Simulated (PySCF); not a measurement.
**A small calculation by hand: chemical shift, span and skew from a shielding tensor**

C3H2, SMILES [C][C][CH2] (connectivity only; charge and spin as stated), neutral, multiplicity 1. Atoms are numbered in the order given.

```xyz
5

C      0.0000     0.0000    -1.1190
C      0.0000     0.0000     0.2000
H      0.0000     0.9276    -1.6881
H      0.0000    -0.9276    -1.6881
C      0.0000     0.0000     1.4817
```
Charge 0, spin multiplicity 1.

Geometry: PBE0-D3(BJ)/def2-TZVP.

GIAO shieldings from PySCF with PBE0/pcSseg-2, non-relativistic, no solvent. The symmetric part of the tensor of C1 has the principal values -164.9, 19.4, 170.1 ppm. The same nucleus in TMS has σ = 186.1 ppm at this level (PySCF, at its B3LYP-D3(BJ)/def2-TZVP geometry).

Q: Work out the isotropic shielding, the ¹³C shift against TMS, the span and the skew.

A: 
σ(iso) = (σ11 + σ22 + σ33)/3 = 8.2 ppm. δ = σ(ref) − σ(iso) = 186.1 − (8.2) = 177.9 ppm.
Span Ω = σ33 − σ11 = 335.0 ppm. Skew κ = 3(σ(iso) − σ22)/Ω = -0.10. Tumbling in solution averages the tensor to δ; in a static solid the shielding alone would spread this spin-1/2 line over Ω.
